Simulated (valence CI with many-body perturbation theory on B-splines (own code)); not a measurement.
Values are calculated unless marked as measured or tabulated.
## Ladder of approximations for Tl68+

Method: valence CI with perturbative core correlation (CI+MBPT): three valence electrons over a frozen Dirac-Fock core [Ne], radial functions for each j: 11 s, 11 p, 9 d, 7 f, 5 g, 2 h, 1 i, with the one-electron correlation potential Σ1, the two-electron term Σ2, the three-electron term Σ3, Breit, model QED; selected CI, second order for the rest (own B-spline code, finite nucleus).

The last digits are not significant, and no measured levels were compared; by estimate large intervals hold to a few tenths of a per cent, small ones and those within an open d or f shell to about a per cent.

Each rung adds one term. CI alone is the Dirac-Coulomb CI over the frozen core; QED comes last and gives the full result, which names the levels. Energies are above (3s^2 3p1/2) J=1/2 on the same rung, in eV.

Levels are named by their leading jj configuration (3d3/2^4 stands for four electrons in 3d with j = 3/2), which in mixed levels can hold well under half, so a name can repeat and another be missing. Letters in brackets count levels of one name in rising energy.

```tsv
Level	CI alone
(3s 3p1/2^2) J=1/2	195.5
(3s^2 3p3/2) J=3/2	567.4
(3s 3p1/2 3p3/2) J=3/2 [a]	727.8
(3s 3p1/2 3p3/2) J=5/2	749.8
(3s 3p1/2 3p3/2) J=3/2 [b]	771.9
(3s 3p1/2 3p3/2) J=1/2	783.7
(3s^2 3d3/2) J=3/2	834.5
(3s^2 3d5/2) J=5/2	950.6
(3s 3p1/2 3d3/2) J=3/2 [a]	960.9
(3s 3p1/2 3d3/2) J=3/2 [b]	976.1
(3s 3p1/2 3d3/2) J=5/2	988.8
(3s 3p1/2 3d3/2) J=1/2	1018.3
(3s 3p1/2 3d3/2) J=3/2 [c]	1028.1
(3s 3p1/2 3d5/2) J=5/2 [a]	1115.2
(3s 3p1/2 3d5/2) J=7/2	1133.4
(3s 3p1/2 3d5/2) J=5/2 [b]	1144.0
```

**Question.** What do these energies become with core correlation, Breit and QED?

**Answer.** (3s 3p1/2^2) J=1/2 194.7 (-0.85); (3s^2 3p3/2) J=3/2 561.7 (-5.73); (3s 3p1/2 3p3/2) J=3/2 [a] 721.5 (-6.36); (3s 3p1/2 3p3/2) J=5/2 742.2 (-7.59); (3s 3p1/2 3p3/2) J=3/2 [b] 764.4 (-7.45); (3s 3p1/2 3p3/2) J=1/2 776.7 (-7.07); (3s^2 3d3/2) J=3/2 825.5 (-9.06); (3s^2 3d5/2) J=5/2 939.0 (-11.62); (3s 3p1/2 3d3/2) J=3/2 [a] 952.3 (-8.61); (3s 3p1/2 3d3/2) J=3/2 [b] 967.0 (-9.10); (3s 3p1/2 3d3/2) J=5/2 978.3 (-10.46); (3s 3p1/2 3d3/2) J=1/2 1008.6 (-9.68); (3s 3p1/2 3d3/2) J=3/2 [c] 1018.1 (-10.03); (3s 3p1/2 3d5/2) J=5/2 [a] 1103.0 (-12.20); (3s 3p1/2 3d5/2) J=7/2 1119.8 (-13.61); (3s 3p1/2 3d5/2) J=5/2 [b] 1131.0 (-12.98).

**Question.** How does the ionisation energy move along the ladder, and which term matters most?

**Answer.** CI alone 8432.4, + Σ1 8433.6, + Σ2 8433.6, + Σ3 8433.5, + Breit 8419.6, + QED 8419.0 eV. The largest step is Breit, -14.0 eV. NIST lists 8420 ± 50 eV (theoretical).
